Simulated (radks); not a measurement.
Values are calculated unless marked as measured or tabulated.
Task: The table gives one normalised radial function P(r) = r R(r) (large component) of Ir6+ in [Xe] 4f14 5d3 (r in bohr). Level of theory: Dirac Kohn-Sham, BLYP, spin-unpolarised, spherical densities, finite nucleus; open shells are shared between the two j in proportion to 2j + 1; Fermi nuclear charge, rms radius 5.4032 fm (a radial shooting solver on a logarithmic mesh with Libxc functionals).

r	P
0.000863	0.0000
0.0009966	0.0000
0.001142	0.0000
0.001319	0.0000
0.001511	0.0000
0.001745	0.0000
0.001999	0.0000
0.002309	0.0000
0.002666	0.0000
0.003055	0.0000
0.003528	0.0000
0.004042	0.0000
0.004668	0.0000
0.005348	0.0000
0.006176	0.0000
0.007075	0.0000
0.008171	0.0000
0.009437	0.0001
0.01081	0.0001
0.01249	0.0002
0.01431	0.0004
0.01652	0.0006
0.01893	0.0011
0.02186	0.0018
0.02504	0.0029
0.02892	0.0048
0.0334	0.0079
0.03827	0.0124
0.0442	0.0199
0.05063	0.0306
0.05848	0.0476
0.067	0.0713
0.07737	0.1072
0.08864	0.1546
0.1024	0.2228
0.1182	0.3130
0.1355	0.4206
0.1564	0.5583
0.1792	0.7077
0.207	0.8786
0.2371	1.0404
0.2739	1.1957
0.3138	1.3109
0.3624	1.3827
0.4185	1.3915
0.4794	1.3401
0.5537	1.2292
0.6344	1.0836
0.7326	0.9033
0.8394	0.7248
0.9694	0.5435
1.111	0.3911
1.283	0.2580
1.481	0.1574
1.697	0.0909
1.96	0.0459
2.245	0.0216
2.593	0.0085
2.971	0.0030
3.431	0.0008
3.931	0.0002
4.54	0.0000

Which n and l does it have? It may be an empty orbital.

Result: n = 4, l = 3: the number of nodes gives n - l - 1 = 0, the rise at small r points to l (this Dirac orbital starts outside the nucleus as r^gamma with gamma = sqrt((l + 1)^2 - (Z/c)^2) = 3.96; the j = 7/2 orbital of l + 1 starts with the same power, but with a smaller coefficient, and then steepens), and the extent must fit the shell. The curve is that of 4f7/2; the two j differ most near the nucleus, where j = l - 1/2 has the larger amplitude, and in heavy atoms j = l - 1/2 is also the more compact. 4f7/2: eigenvalue -142.23 eV, 0 radial nodes, <r> = 0.536 bohr, 90 % of the charge inside 0.868 bohr.
